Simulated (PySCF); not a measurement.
C4H6OS, SMILES C1(S[C@@H](O1)C)=C.

The structure is a stationary point at B3LYP-D3(BJ)/def2-SVP. The structure was generated by enumeration; whether it is a known compound was not checked.

Two levels are set side by side: TDA-PBE/def2-SVPD (PySCF) and TDA-ωB97X/def2-SVPD (PySCF). Vertical, same geometry. The lowest singlet is HOMO→LUMO 100 % with PBE and HOMO→LUMO 83 % with the other functional; states are paired by order. Differences are taken from unrounded values.

```csv
quantity,TDA-ωB97X
lowest singlet excitation (eV),4.28
lowest triplet excitation (TDA) (eV),3.91
first bright state (f over 0.05) (eV),6.64
its oscillator strength,0.24
```

What does TDA-PBE give, and how far is it from TDA-ωB97X? (Estimate from the structure and the level; the computed values follow.)


```tsv
quantity	TDA-PBE	TDA-PBE minus TDA-ωB97X
lowest singlet excitation (eV)	3.48	-0.80
lowest triplet excitation (TDA) (eV)	3.25	-0.66
first bright state (f over 0.05) (eV)	5.71	-0.93
its oscillator strength	0.14	-0.11
```

Functionals without exact exchange tend to place singlet excitations lower, as here. Differences between two approximate levels are no errors against the true value.

Rough cost on one machine, each run with all the roots and properties that it gave: TDA-ωB97X against TDA-PBE about 3 times.
